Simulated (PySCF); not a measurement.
A structure optimised at PBE-D3(BJ)/def2-SVP, used in a PySCF frequency run:

```xyz
18

C     -1.0495     1.6150    -0.9701
C     -1.0552     0.5784     0.1056
C     -2.0617    -0.5245     0.0904
C      0.1304     0.4121     1.0090
C      1.0755    -0.5790     0.2958
C      2.1603     0.0298    -0.5732
O      0.8949    -1.7862     0.3717
H     -2.0745     1.9974    -1.1676
H     -0.4026     2.4799    -0.7156
H     -0.6870     1.2189    -1.9532
H     -2.8709    -0.3485    -0.6454
H     -2.5264    -0.6661     1.0930
H     -1.5785    -1.5034    -0.1464
H     -0.1632    -0.0497     1.9751
H      0.6410     1.3801     1.1943
H      1.7310     0.7709    -1.2789
H      2.6867    -0.7640    -1.1338
H      2.8858     0.5827     0.0608
```
Charge 0, spin multiplicity 2.

Task: Write its SMILES and formula.

Result: C[C](C)CC(C)=O, C₆H₁₁O

Task: What are its rotational constants (standard atomic weights)?

Result: 3.6179, 1.9817, 1.5342 GHz
